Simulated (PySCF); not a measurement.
CH6ClNSi, SMILES C[SiH](N)Cl. Coordinates come from a PBE-D3(BJ)/def2-SVP optimisation. Other conformers were not sampled.

Computed with PBE-D3(BJ)/def2-SVP in PySCF.

Harmonic wavenumbers (cm⁻¹): 147, 183, 205, 248, 294, 464, 497, 618, 687, 740, 808, 847, 871, 899, 1220, 1378, 1382, 1499, 2193, 2980, 3080, 3091, 3478, 3571. Rotational constants (GHz): 5.722, 3.116, 2.264; symmetry number 1.

Task: Work out the zero-point energy and the ideal-gas rigid-rotor harmonic-oscillator thermochemistry at 298.15 K and 1 atm.

Result: ZPE = ½ Σ hcν = ½ × 31378 cm⁻¹ = 44.86 kcal/mol. H − E(el) = 49.64 kcal/mol. Entropy in cal/(mol K): translation 39.58, rotation 26.48, vibration 13.48, total 79.55. G − E(el) = 25.92 kcal/mol. Cp = 24.95 cal/(mol K). Modes under 150 cm⁻¹ make the vibrational entropy uncertain.
